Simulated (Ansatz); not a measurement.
Pulling on the B1–I4 bond in BFHI (SMILES FBI) (multiplicity 1 held, fragments rigid). Energies count from the point at 2.136 Å.
Geometry at that point (charge 0, multiplicity 1):
| atom | x (Å) | y (Å) | z (Å) |
|---|---|---|---|
| B | -0.2447 | -1.3335 | 0.8064 |
| F | 0.7923 | -1.7438 | 1.4967 |
| H | -1.2601 | -1.9458 | 0.8179 |
| I | -0.0877 | 0.4586 | -0.3457 |

Restricted levels (R-, RO-) in cc, def2 and unpolarised 6-31G sets keep to the state of the molecule at rest. U- levels take the lowest unrestricted solution at each point, which mixes spins at long bonds. Curves can end on different states.

The values were computed with Ansatz (Gaussian basis) for Hartree–Fock, density functionals and correlated methods. Each number belongs to the level named beside it. In def2 rows elements past Kr take small-core potentials, without spin–orbit coupling.

Task: One of these levels gives 111.61 kcal/mol for the energy at R = 6.836 Å. Name it.
A. R-r2SCAN/def2-TZVPP
B. U-PBE/def2-TZVPP
C. R-wB97X-V/def2-TZVPP

Result: A, R-r2SCAN/def2-TZVPP. The others give 89.72 (U-PBE/def2-TZVPP), 149.04 (R-wB97X-V/def2-TZVPP)

Doubts at one or more of the structures used: a spin-contaminated determinant (U-PBE/def2-TZVPP); a restricted determinant that unrestricted orbitals would lower (R-r2SCAN/def2-TZVPP, R-wB97X-V/def2-TZVPP).

Ansatz is a program for electronic structure.
